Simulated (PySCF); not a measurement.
# Working out the ionisation energy of Sn⁺

Sn⁺ [Kr] 4d10 5s2 5p1 (2P) → Sn²⁺ [Kr] 4d10 5s2 (1S). Computed with PySCF 2.14 in x2c-TZVPPall, with scalar relativity by spin-free X2C-1e. Frozen: [Ar] 3d10. Energies in hartree (1 hartree = 27.21139 eV):

```
             part   Sn⁺ (lower)  Sn²⁺ (upper)
              UHF  -6173.496468  -6172.992372
MP2 opposite-spin     -0.238874     -0.232220
    MP2 same-spin     -0.125830     -0.119711
```

What does Hartree-Fock give?

(-6172.992372) − (-6173.496468) = 0.504096 hartree = 13.717 eV.

What do MP2 and SCS-MP2 (6/5 opposite-spin, 1/3 same-spin) give?

The opposite-spin parts differ by 0.181 eV and the same-spin parts by 0.167 eV. MP2: 13.717 + (0.181) + (0.167) = 14.065 eV. SCS-MP2: 13.717 + 1.2 × (0.181) + (0.167)/3 = 13.990 eV.

Measured between the centres of the two terms (NIST): 14.282 eV, so MP2 (valence and next inner shell) is off by -0.217 eV.

What remains against the reference includes basis incompleteness, the frozen core and correlation beyond second order.
